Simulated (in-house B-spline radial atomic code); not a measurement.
RPA and G0W0 for B+, [He] 2s2, as one setting changes: the radius of a hard wall (bohr). Start: Hartree-Fock. A dash marks a level of low quasi-particle weight. Computed with a B-spline radial code for spherical atoms: all electrons, non-relativistic, point nucleus, each spin shell either full or empty, empty states to l = 9 with an (l + 1/2)⁻⁴ tail; G0W0 by contour deformation at full frequency.

```csv
radius of a hard wall (bohr),mean-field level (eV),G0W0 level (eV),RPA correlation (Eh)
2,4.264,2s 1.690,-0.20614
2.5,-12.225,2s -14.292,-0.18072
3,?,?,?
3.5,-21.507,2s -23.061,-0.16025
4,?,?,?
5,-23.586,2s -24.829,-0.15239
6,-23.746,2s -24.925,-0.15153
8,-23.777,2s -24.934,-0.15133
12,-23.778,2s -24.934,-0.15132
```

What belongs in the row for 3?

mean-field level (eV): -18.714; G0W0 level (eV): 2s -20.476; RPA correlation (Eh): -0.16771.

What belongs in the row for 4?

mean-field level (eV): -22.761; G0W0 level (eV): 2s -24.169; RPA correlation (Eh): -0.15597.
